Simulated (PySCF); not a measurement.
CH₁₀FNSi₃.
SMILES: `N[SiH2][SiH2][C@@H](F)[SiH3]`

A PySCF run (density fitting, gas phase, GFN2-xTB geometry) gave HOMO -7.16 eV, LUMO -0.94 eV, dipole 2.19 D and E = -1067.313 Eh.

Question: Which of these levels was it?
A. OPBE/def2-SVPD
B. mPW1PW91/6-31G*
C. B3LYP/Sadlej pVTZ
D. PBE0/pcSseg-1
E. wB97X-D/def2-SVPD

Answer: C. It is B3LYP/Sadlej pVTZ. All candidates on this geometry:

```
           level and settings                    kind  basis functions  SCF cycles      E (Eh)  HOMO (eV)  LUMO (eV)  dipole (D)
               OPBE/def2-SVPD                     GGA              215          14  -1066.5662      -6.01      -1.19        2.17
            B3LYP/Sadlej pVTZ           global hybrid              258          13  -1067.3128      -7.16      -0.94        2.19
                PBE0/pcSseg-1           global hybrid              173          13  -1066.5567      -7.33      -0.49        2.37
mPW1PW91/6-31G*, grid level 3           global hybrid              116          12  -1067.1025      -7.13      -0.23        2.37
            wB97X-D/def2-SVPD  range-separated hybrid              215          14  -1066.7187      -9.30       1.15        2.28
```

The nearest other candidate, by the summed differences of HOMO and LUMO, is PBE0/pcSseg-1: its HOMO differs by -0.17 eV and its LUMO by +0.45 eV. wB97X-D ran without the empirical dispersion term, which would shift the total energy alone. Cycle counts include a coarse-grid stage where the run had one. All basis functions are spherical, in the Pople sets too.

The values belong to the conformer `[NH2:1][SiH2:2][SiH2:3][C@@H:4]([F:5])[SiH3:6]`: N1–Si2–Si3–C4 176°, Si2–Si3–C4–F5 47°, H–N1–Si2–Si3 -49°, H–N1–Si2–Si3 173°.
